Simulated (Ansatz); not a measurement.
C$_{2}$H$_{7}$AlSSi (`[SiH3]C[CH]1[AlH][S]1`), relaxed with RKS PBE-D4/def2-SVP in Ansatz from a rough embedded geometry. The force threshold is 0.03 eV/Å; the program also tests the step.

Charge 0, multiplicity 1.

Start:

```xyz
12

Si    0.854    0.274   -1.684
C     0.340    0.449    0.096
C    -0.907   -0.416    0.406
Al   -1.316   -0.472    2.374
S    -0.521   -2.110    0.843
H     1.202   -1.217   -1.898
H     2.034    1.065   -1.955
H    -0.251    0.605   -2.530
H     1.244    0.183    0.756
H     0.125    1.529    0.244
H    -1.737   -0.281   -0.280
H    -1.067    0.392    3.628
```

| step | energy (eV) | largest force (eV/Å) | largest move (Å) |
| --- | --- | --- | --- |
| 1 | -27471.8305 | 2.680 | 0.000 |
| 2 | -27472.4839 | 1.328 | 0.196 |
| 3 | -27472.6687 | 0.543 | 0.195 |
| 4 | -27472.7314 | 0.336 | 0.200 |
| 5 | -27472.7703 | 0.187 | 0.195 |
| 6 | -27472.7830 | 0.226 | 0.105 |
| 7 | -27472.7896 | 0.135 | 0.091 |
| 8 | -27472.7918 | 0.065 | 0.057 |
| 9 | -27472.7930 | 0.032 | 0.042 |
| 10 | -27472.7937 | 0.037 | 0.053 |
| 11 | -27472.7939 | 0.027 | 0.024 |

End:

```xyz
12

Si    0.904    0.083   -1.721
C     0.385    0.666    0.022
C    -0.863   -0.020    0.564
Al   -1.156   -0.598    2.399
S    -0.680   -1.956    0.806
H     1.372   -1.345   -1.709
H     2.024    0.949   -2.241
H    -0.272    0.206   -2.656
H     1.255    0.541    0.702
H     0.193    1.761   -0.037
H    -1.745    0.161   -0.083
H    -1.417   -0.447    3.954
```

It took 9.5 s on 4 threads of an Intel Xeon 6975P-C on a shared host, with 0.19 GiB of host memory at the peak.
